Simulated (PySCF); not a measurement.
## Multinuclear NMR of C$_{5}$H$_{9}$NO$_{2}$Si

Mapped SMILES: `[CH2:1]=[C:2]1[O:3][Si@@H:4]([NH2:5])[CH:6]=[CH:7][C@@H:8]1[OH:9]`. Hydrogens are named by the atom that carries them. Ha(C1) is cis to O3; Hb(C1) is trans to O3.

All values are calculated (PySCF 2.14.0 with density-fitted response routines): geometry: GFN2-xTB, PBE0/pcSseg-1 with gauge-including orbitals. In vacuum, non-relativistic, one conformer, rapidly exchanging positions averaged.

**Question.** Where does ²⁹Si resonate?

**Answer.** 
```csv
atoms,environment,σ (ppm),δ (ppm)
Si4,"silicon bonded to C, N, O, H, in a 6-membered ring",385.0,-36.5
```

Shieldings were converted by a linear fit to measured shifts: ²⁹Si: δ = 279.94 − 0.822σ (rms 8.9 ppm, 72 shifts, 25.8 ppm with the 6 outliers that the fit left out vs TMS, solution or neat liquid). A few per cent of atoms miss by over 2 rms, more outside the fitted compound classes.

On a 600 MHz spectrometer ²⁹Si resonates near 119.2 MHz, so 1 ppm is 119.2 Hz.

**Question.** Where does ¹⁵N resonate?

**Answer.** 
```csv
atoms,environment,σ (ppm),δ (ppm)
N5,"nitrogen bonded to Si, 2 H",244.7,-373.5
```

Shieldings were converted by a linear fit to measured shifts: ¹⁵N: δ = -148.07 − 0.921σ (rms 6.3 ppm, 71 shifts vs CH3NO2, solution or neat liquid). A few per cent of atoms miss by over 2 rms, more outside the fitted compound classes.

On a 300 MHz spectrometer ¹⁵N resonates near 30.4 MHz, so 1 ppm is 30.4 Hz.

**Question.** Predict the ¹⁷O NMR data.

**Answer.** 
| atoms | environment | σ (ppm) | δ (ppm) |
| --- | --- | --- | --- |
| O3 | oxygen bonded to C, Si, in a 6-membered ring | 221.9 | 64.6 |
| O9 | alcohol oxygen | 248.2 | 40.7 |

Shieldings were converted by a linear fit to measured shifts: ¹⁷O (scatter 10.7 ppm rms, 12.2 ppm with the 3 outliers that the fit left out vs liquid water, solution or neat liquid). Occasional misses reach two or three times the rms, and more in compound classes unlike the fitted ones.

On a 500 MHz spectrometer ¹⁷O resonates near 67.8 MHz, so 1 ppm is 67.8 Hz.
